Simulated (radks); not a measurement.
Results of a calculation; reference values are marked as such.
The copper ion Cu+ inside a hard spherical wall (all orbitals vanish at R), configuration held at [Ar] 3d10 and not refilled when levels cross. Code: a radial shooting solver on a logarithmic mesh with Libxc functionals. Model: scalar-relativistic Kohn-Sham, LDA (Slater exchange, VWN5 correlation), spin-polarised, spherical densities, finite nucleus; Fermi nuclear charge, rms radius 3.8823 fm. Eigenvalues in eV for spin up, with the zero of energy where the potential of the charges vanishes at infinity; a dash marks a level that is unbound or too diffuse for the functional's potential to be trusted. A positive occupied level is held by the wall or, in an anion where self-interaction has pushed it up, behind a barrier. The pressure on the wall is -dE/dV.

R (bohr)  E (hartree)  kinetic (hartree)    e(2p)    e(3s)    e(3p)    e(3d)  e(4s, empty)  e(4p, empty)  pressure (GPa)
free      -1651.95847           1675.815  -924.88  -122.84  -80.752  -14.011       -12.151        -6.626               0
20        -1651.95847           1675.815  -924.88  -122.84  -80.752  -14.011       -12.151        -6.626        < 0.0001
15        -1651.95847           1675.815  -924.88  -122.84  -80.752  -14.011       -12.151        -6.626        < 0.0001
12        -1651.95847           1675.815  -924.88  -122.84  -80.752  -14.011       -12.151        -6.625        < 0.0001
8         -1651.95844           1675.816  -924.88  -122.84  -80.749  -14.008       -12.143        -6.538         0.00181
6         -1651.95742           1675.826  -924.79  -122.76  -80.669  -13.933       -11.971        -5.929           0.124
2.5       -1651.21126           1679.104  -910.26  -110.95  -69.139   -1.919        16.473        31.382             611
2         -1649.52798           1685.835  -892.08  -98.096  -56.237   12.942        57.663        77.510            3670
